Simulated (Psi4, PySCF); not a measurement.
Here is a job for PySCF.
```python
from pyscf import gto, scf, dft

mol = gto.Mole()
mol.atom = '''
    C    -0.01148162    0.02136311   -1.19190098
    C     0.00092956   -0.00172957    0.09649676
    H     0.00249612    0.94826436   -1.73006124
    H    -0.03614064   -0.88566416   -1.76255958
    O     0.01211961   -0.02255018    1.25813077
'''
mol.basis = 'aug-cc-pvdz'
mol.verbose = 4
mol.build()

mf = dft.RKS(mol)
mf.xc = 'blyp'
mf.grids.atom_grid = (99, 590)
mf.grids.prune = None
mf.kernel()
```

### Question
Convert this to an input for Psi4.

### Answer
Several could match; the one computed here: 
```
memory 2 GB

molecule {
0 1
  C    -0.01148162    0.02136311   -1.19190098
  C     0.00092956   -0.00172957    0.09649676
  H     0.00249612    0.94826436   -1.73006124
  H    -0.03614064   -0.88566416   -1.76255958
  O     0.01211961   -0.02255018    1.25813077
}

set basis aug-cc-pvdz
set scf_type pk
set puream true
set d_convergence 1e-8
set dft_radial_points 99
set dft_spherical_points 590

energy('blyp')
print_variables()
```

Both were run: PySCF gave -152.583854 Eh and Psi4 -152.583854 Eh, 0.000 mEh apart.
